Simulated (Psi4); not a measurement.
isobutene (C4H8), singlet, geometry from GFN2-xTB, with bond 10-9 at 1.3 times its length. Base run: HF/cc-pVDZ (Psi4 1.11).

Psi4 was given this input:
```
memory 2 GB

molecule {
0 1
C    -0.00358310   -0.00726810    1.44953113
C    -0.00031404   -0.00063701    0.12704302
H    -0.00279626    0.90390212    2.02374365
H    -0.00718605   -0.92415062    2.01456675
C     0.00471228    1.26727735   -0.67219236
H     0.00522655    2.14004904   -0.02485143
H     0.88583506    1.30548006   -1.31233657
H    -0.87305594    1.30972549   -1.31666310
C    -0.00135772   -1.26047284   -0.68488177
H    -0.00615844   -2.40345788    0.14522786
H    -0.87930414   -1.29223249   -1.32972503
H     0.87958687   -1.29647792   -1.32539850
}

set {
  basis cc-pvdz
}

energy('scf')
print_variables()
```

The base run was repeated with changes; each row names its change, and settings that it needs were set with it.

```tsv
change	ΔE vs base (mEh)	SCF cycles	basis functions
base	0.000	8	96
scf_type = cd	-0.031	8	96
guess = modhuckel	0.000	9	96
df_basis_scf = def2-universal-jkfit	-0.152	8	96
damping_percentage = 20	0.000	16	96
df_basis_scf = cc-pvtz-jkfit	-0.127	8	96
df_basis_scf = cc-pvqz-jkfit	-0.154	8	96
puream = false	-0.485	8	100
scf_initial_accelerator = ediis	0.000	8	96
e_convergence = 1e-8	0.000	10	96
cholesky_tolerance = 1e-6 (with scf_type cd)	-0.154	8	96
scf_type = dfdirj+link	-0.263	8	96
ints_tolerance = 1e-8	0.000	8	96
```
